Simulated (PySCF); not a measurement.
# Reading the logs of faulty runs: AlBCH4Si

Calculated results; nothing here was measured. They come from PySCF 2.14.0, an open-source quantum chemistry program, on an isolated molecule that a program drew, which may never have been made. The molecule is AlBCH4Si (charge 0, singlet), drawn as the SMILES string `B[C]([Al])=[SiH2]`.

Each row is a Hartree-Fock (HF) and frozen-core CCSD(T) single point in the cc-pV(D+d)Z basis, meant for a local HF minimum. Run 1 is clean. Each other run has one planted mistake out of seven kinds, and not every kind appears here: one electron removed, one electron added, multiplicity raised by two, geometry at a saddle point, minimal basis STO-3G, one bond length entered in bohr, all coordinates scaled. The reference is restricted for singlets and unrestricted otherwise, and also for a bond in bohr. Adding or removing an electron swaps singlet and doublet. Electrons count all cores. HOMO and LUMO are orbital energies over both spins, the gradient is its largest component, and the lowest frequency (negative if imaginary) is given only where the gradient is small. Bond lengths are over the 7 bonds as drawn. T1 is the CCSD diagnostic: over 0.02 (restricted) or 0.045 (unrestricted) a single reference is doubtful.

Geometry of the clean run:
```xyz
8
AlBCH4Si, angstrom
B    -2.4797   -2.0904   -1.3315
C    -2.2899   -0.7606   -0.5692
Al   -3.9440    0.1891   -0.0746
Si   -0.6617   -0.3336   -0.2814
H    -3.5856   -2.5062   -1.5982
H    -1.5521   -2.7747   -1.6959
H     0.5145   -1.1208   -0.6972
H    -0.2336    0.8905    0.4274
```

| run | electrons | basis functions | <S^2> | HOMO (eV) | LUMO (eV) | gradient (hartree/bohr) | lowest frequency (cm^-1) | mean bond (Å) | longest bond (Å) | T1 | HF (hartree) | CCSD(T) (hartree) | mistake |
|---|---|---|---|---|---|---|---|---|---|---|---|---|---|
| 1 | 42 | 94 | 0.000 | -7.51 | 0.70 | 1.7e-05 | 120 | 1.5137 | 1.970 | 0.0152 | -595.66691 | -596.09153 | no fault |
| 2 | 42 | 94 | 0.717 | -7.58 | 0.51 | 2.1e-02 | - | 1.6673 | 2.285 | 0.0704 | -595.55203 | -595.97926 | one bond length entered in bohr |
| 3 | 42 | 94 | 0.000 | -7.26 | 0.86 | 5.4e-02 | - | 1.4017 | 1.825 | 0.0138 | -595.61942 | -596.03592 | all coordinates scaled |
| 4 | 43 | 94 | 0.845 | -0.67 | 5.54 | 6.0e-02 | - | 1.5137 | 1.970 | 0.0286 | -595.66662 | -596.11013 | ? |
| 5 | 42 | 32 | 0.000 | -3.69 | 6.09 | 2.5e-02 | - | 1.5137 | 1.970 | 0.0126 | -588.58189 | -588.81047 | ? |

**Which mistake was planted in run 4, and what did it cost?**

It counts 43 electrons, one more than the clean run, at the same geometry and basis. So the mistake is: one electron added. Subtracting run 1 and multiplying by 627.51 kcal/mol a hartree, the energy moved by 0.2 kcal/mol in HF and -11.7 kcal/mol in CCSD(T).

**Which mistake was planted in run 5, and what did it cost?**

It has 32 basis functions where the clean run has 94, with the same electrons and geometry. So the mistake is: minimal basis STO-3G. Subtracting run 1 and multiplying by 627.51 kcal/mol a hartree, the energy moved by 4445.9 kcal/mol in HF and 4568.9 kcal/mol in CCSD(T).

Cautions from the logs. Run 2: T1 is over the limit, so its CCSD(T) energy is less reliable.
